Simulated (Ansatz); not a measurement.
Reaction (cleavage of the B–Sn bond): `F[BH][SnH2][SiH3]` + `[SiH3]N[SiH3]` → `FBN([SiH3])[SiH3]` + `[SiH3][SnH3]`

Isolated molecules relaxed with PBE0-D4/def2-TZVP in Ansatz; ΔE leaves out vibrations. CCSD(T)/CBS is the MP2 limit (def2-TZVPP, def2-QZVPP) plus CCSD(T) − MP2 in def2-TZVPP, frozen cores. This one scheme is used for every species. Functionals use def2-TZVPP. def2 core potentials past Kr. For Sn outer-core shells are correlated without core-valence functions, which leaves a few kJ/mol of doubt a bond. One conformer a species, not always the lowest.

```json
{"level": "BHLYP-D4", "ΔE (eV)": "-1.53"}
{"level": "BHLYP", "ΔE (eV)": "-1.49"}
{"level": "CCSD(T)/def2-SVP", "ΔE (eV)": "-1.66"}
{"level": "CCSD(T)/def2-TZVPP", "ΔE (eV)": "-1.48"}
```

Task: What does CCSD(T)/CBS give? (An estimate is asked.)

Result: Ansatz gave: -1.44 eV. The listed levels differ from it by -0.09, -0.05, -0.22, -0.04 eV.

Largest T1 diagnostic among the species: 0.014.

From BLYP to BHLYP (50 % exact exchange), in def2-TZVPP and without D4, ΔE moves by −0.13 eV. The D4 term adds −0.06 eV with B3LYP and −0.03 eV with PBE0; it sums over pairs of atoms, weighted by their polarisabilities, and B3LYP, whose exchange is more repulsive, gets the larger term.

B3LYP here is the variant with VWN-RPA as its local correlation; programs differ in this.
